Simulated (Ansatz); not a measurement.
Gas-phase electronic energies from Ansatz, PBE0-D4/def2-TZVP geometries. CBS: MP2 limit from def2 TZ/QZ plus the TZ coupled-cluster correction, frozen cores. DFT in def2-TZVPP. B3LYP here is the variant with VWN-RPA as its local correlation; programs differ in this. One conformer a species, not always the lowest.

Reaction (substitution at a C–C bond): `FCCC(F)(F)F` + `C=C(O)O` → `C=C(O)OCF` + `CC(F)(F)F`

```json
{"level": "PBE-D4", "ΔE (kJ/mol)": "16.2", "difference from CCSD(T)/CBS": "-2.5"}
{"level": "r2SCAN-D4", "ΔE (kJ/mol)": "14.6", "difference from CCSD(T)/CBS": "-4.1"}
{"level": "PBE0-D4", "ΔE (kJ/mol)": "17.1", "difference from CCSD(T)/CBS": "-1.6"}
{"level": "B3LYP-D4", "ΔE (kJ/mol)": "14.0", "difference from CCSD(T)/CBS": "-4.7"}
{"level": "ωB97X-V", "ΔE (kJ/mol)": "16.0", "difference from CCSD(T)/CBS": "-2.7"}
{"level": "ωB97M-V", "ΔE (kJ/mol)": "17.5", "difference from CCSD(T)/CBS": "-1.2"}
{"level": "B2PLYP", "ΔE (kJ/mol)": "14.9", "difference from CCSD(T)/CBS": "-3.8"}
{"level": "PBE", "ΔE (kJ/mol)": "16.4", "difference from CCSD(T)/CBS": "-2.3"}
{"level": "r2SCAN", "ΔE (kJ/mol)": "14.6", "difference from CCSD(T)/CBS": "-4.1"}
{"level": "PBE0", "ΔE (kJ/mol)": "17.3", "difference from CCSD(T)/CBS": "-1.4"}
{"level": "B3LYP", "ΔE (kJ/mol)": "14.2", "difference from CCSD(T)/CBS": "-4.5"}
{"level": "HF/def2-TZVPP", "ΔE (kJ/mol)": "11.3", "difference from CCSD(T)/CBS": "-7.4"}
{"level": "MP2/def2-TZVPP", "ΔE (kJ/mol)": "17.7", "difference from CCSD(T)/CBS": "-1.0"}
{"level": "SCS-MP2/def2-TZVPP", "ΔE (kJ/mol)": "16.3", "difference from CCSD(T)/CBS": "-2.4"}
{"level": "CCSD/def2-TZVPP", "ΔE (kJ/mol)": "17.1", "difference from CCSD(T)/CBS": "-1.6"}
{"level": "CCSD(T)/def2-TZVPP", "ΔE (kJ/mol)": "16.4", "difference from CCSD(T)/CBS": "-2.3"}
{"level": "HF/def2-QZVPP", "ΔE (kJ/mol)": "10.8", "difference from CCSD(T)/CBS": "-7.9"}
{"level": "MP2/def2-QZVPP", "ΔE (kJ/mol)": "18.9", "difference from CCSD(T)/CBS": "0.2"}
{"level": "SCS-MP2/def2-QZVPP", "ΔE (kJ/mol)": "17.6", "difference from CCSD(T)/CBS": "-1.1"}
{"level": "HF/CBS(def2)", "ΔE (kJ/mol)": "10.7", "difference from CCSD(T)/CBS": "-8.0"}
{"level": "MP2/CBS(def2)", "ΔE (kJ/mol)": "20.0", "difference from CCSD(T)/CBS": "1.3"}
{"level": "CCSD/CBS(def2)", "ΔE (kJ/mol)": "19.4", "difference from CCSD(T)/CBS": "0.7"}
{"level": "CCSD(T)/CBS", "ΔE (kJ/mol)": "18.7", "difference from CCSD(T)/CBS": "0"}
```

Largest T1 diagnostic among the species: 0.012.

In def2-TZVPP, CCSD(T) changes the Hartree–Fock value by +5.1 kJ/mol (the triples alone add −0.7 kJ/mol) and MP2 by +6.4 kJ/mol.

CCSD(T)/CBS has its own doubt, a few kJ/mol and more with outer-core shells, so smaller differences from it don't rank the levels.
